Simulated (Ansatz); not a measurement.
`F[SiH2][O][GeH3]` and `Cl[SiH2][O][GeH3]` differ in one element.

Ansatz, PBE0-D4/def2-TZVP geometries, multiplicity 1. Each molecule was computed in one conformer, which needn't be the lowest.

Scalar relativity is left out up to krypton.

```json
{"property": "LUMO energy (ωB97M-V/def2-TZVPP) / eV", "`F[SiH2][O][GeH3]`": "1.67"}
{"property": "HOMO energy (PBE0/def2-TZVPP) / eV", "`F[SiH2][O][GeH3]`": "-8.82"}
{"property": "HOMO–LUMO gap (PBE0/def2-TZVPP) / eV", "`F[SiH2][O][GeH3]`": "8.70"}
{"property": "LUMO energy (PBE/def2-TZVPP) / eV", "`F[SiH2][O][GeH3]`": "-1.02"}
{"property": "HOMO–LUMO gap (PBE/def2-TZVPP) / eV", "`F[SiH2][O][GeH3]`": "6.35"}
{"property": "HOMO energy (PBE/def2-TZVPP) / eV", "`F[SiH2][O][GeH3]`": "-7.37"}
```

Question: What does the change do to each property? (An estimate is asked.)

Answer: Computed: 
```csv
property,`Cl[SiH2][O][GeH3]`,shift
LUMO energy (ωB97M-V/def2-TZVPP) / eV,1.60,-0.07
HOMO energy (PBE0/def2-TZVPP) / eV,-8.58,0.24
HOMO–LUMO gap (PBE0/def2-TZVPP) / eV,8.38,-0.32
LUMO energy (PBE/def2-TZVPP) / eV,-1.09,-0.07
HOMO–LUMO gap (PBE/def2-TZVPP) / eV,6.10,-0.25
HOMO energy (PBE/def2-TZVPP) / eV,-7.19,0.18
```

With PBE0 the HOMO rises by 0.24 eV and the LUMO falls by 0.07 eV, so the gap narrows by about 0.31 eV. PBE moves the HOMO by 0.18 eV and ωB97M-V by 0.28 eV.
